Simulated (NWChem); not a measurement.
System: CH₄GeO₃; SMILES [O]1C[O][GeH]1[OH]

Parts of the log:

```
             Northwest Computational Chemistry Package (NWChem) 7.3.0
             --------------------------------------------------------

 CS  symmetry detected

                             Geometry "geometry" -> ""
                             -------------------------

 Output coordinates in angstroms (scale by  1.889725989 to convert to a.u.)

  No.       Tag          Charge          X              Y              Z
 ---- ---------------- ---------- -------------- -------------- --------------
    1 O                    8.0000     0.74331173     1.83366210     0.00000000
    2 Ge                  32.0000    -0.33184391     0.41972265     0.00000000
    3 O                    8.0000     0.10313504    -0.94541176    -1.13347300
    4 C                    6.0000     0.34257546    -1.78878421     0.00000000
    5 O                    8.0000     0.10313504    -0.94541176     1.13347300
    6 H                    1.0000     1.68188066     1.56234017     0.00000000
    7 H                    1.0000    -1.74950918     1.01942502     0.00000000
    8 H                    1.0000    -0.35997797    -2.65702491     0.00000000
    9 H                    1.0000     1.39450455    -2.16586847     0.00000000

 Effective nuclear repulsion energy (a.u.)     407.1959398329

      Symmetry information
      --------------------

 Group name             Cs
 Group number              2
 Group order               2
 No. of unique centers     8

                                Z-matrix (autoz)
                                --------

 Units are Angstrom for bonds and degrees for angles

[...]

      ----------------------
      Optimization converged
      ----------------------

  Step       Energy      Delta E   Gmax     Grms     Xrms     Xmax
  ---- ---------------- -------- -------- -------- -------- --------
@    7   -2331.76256949 -8.7D-08  0.00003  0.00001  0.00017  0.00054
                                     ok       ok       ok       ok

                                Z-matrix (autoz)
                                --------

 Units are Angstrom for bonds and degrees for angles

[...]

 Rotational Constants
 --------------------
 A=   0.247642 cm-1  (  0.356294 K)
 B=   0.098582 cm-1  (  0.141835 K)
 C=   0.090131 cm-1  (  0.129676 K)

 Temperature                      =   298.15K
 frequency scaling parameter      =   1.0000

 Zero-Point correction to Energy  =   35.939 kcal/mol  (  0.057272 au)
 Thermal correction to Energy     =   39.520 kcal/mol  (  0.062979 au)
 Thermal correction to Enthalpy   =   40.112 kcal/mol  (  0.063922 au)

 Total Entropy                    =   76.456 cal/mol-K
   - Translational                =   40.659 cal/mol-K (mol. weight = 137.9379)
   - Rotational                   =   26.086 cal/mol-K (symmetry #  =        1)
   - Vibrational                  =    9.711 cal/mol-K

 Cv (constant volume heat capacity) =   20.004 cal/mol-K
   - Translational                  =    2.979 cal/mol-K
   - Rotational                     =    2.979 cal/mol-K
   - Vibrational                    =   14.045 cal/mol-K

[normal modes left out]

 ----------------------------------------------------------------------------
 Normal Eigenvalue ||           Projected Infra Red Intensities
  Mode   [cm**-1]  || [atomic units] [(debye/angs)**2] [(KM/mol)] [arbitrary]
 ------ ---------- || -------------- ----------------- ---------- -----------
    1       -0.000 ||    0.000111           0.003         0.109       0.024
    2       -0.000 ||    0.000041           0.001         0.040       0.009
    3       -0.000 ||    0.000094           0.002         0.092       0.020
    4       -0.000 ||    0.000002           0.000         0.002       0.000
    5       -0.000 ||    0.000182           0.004         0.178       0.039
    6        0.000 ||    0.000000           0.000         0.000       0.000
    7      176.513 ||    0.001936           0.045         1.887       0.415
    8      182.631 ||    0.006558           0.151         6.393       1.406
    9      295.432 ||    0.065367           1.508        63.723      14.017
   10      353.409 ||    0.215112           4.963       209.702      46.127
   11      533.104 ||    0.021727           0.501        21.181       4.659
   12      647.287 ||    0.010820           0.250        10.548       2.320
   13      664.524 ||    0.007631           0.176         7.439       1.636
   14      736.473 ||    0.167969           3.875       163.744      36.018
   15      828.907 ||    0.011527           0.266        11.237       2.472
   16      847.181 ||    0.156645           3.614       152.705      33.590
   17      892.866 ||    0.097632           2.252        95.176      20.935
   18      903.614 ||    0.059894           1.382        58.388      12.843
   19     1002.906 ||    0.104830           2.419       102.194      22.479
   20     1104.317 ||    0.003408           0.079         3.322       0.731
   21     1109.278 ||    0.000027           0.001         0.027       0.006
   22     1347.004 ||    0.002340           0.054         2.282       0.502
   23     1588.147 ||    0.011946           0.276        11.646       2.562
   24     2147.645 ||    0.132717           3.062       129.379      28.459
   25     3065.431 ||    0.084838           1.957        82.704      18.192
   26     3118.599 ||    0.051129           1.180        49.843      10.964
   27     3606.351 ||    0.044659           1.030        43.536       9.576
 ----------------------------------------------------------------------------
```

Level: B3LYP/3-21G. B3LYP is NWChem's, with the RPA form of VWN correlation.

Problem. Which NWChem input produces such a log?

Solution. One answer among several that fit: the input that was run:
```
start job
memory heap 200 mb stack 900 mb global 1100 mb
geometry units angstroms
  O      0.749622    -1.831004     0.000000
  Ge    -0.342173    -0.429873     0.000000
  O      0.076638     0.940308    -1.133473
  C      0.306092     1.786452     0.000000
  O      0.076638     0.940308     1.133473
  H      1.684918    -1.548606     0.000000
  H     -1.752650    -1.046292     0.000000
  H     -0.406676     2.646327     0.000000
  H      1.353490     2.175945     0.000000
end
basis spherical
  O library 3-21g
  Ge library 3-21g
  C library 3-21g
  H library 3-21g
end
dft
  xc b3lyp
  iterations 150
end
driver
  maxiter 120
end
task dft optimize
task dft freq
```
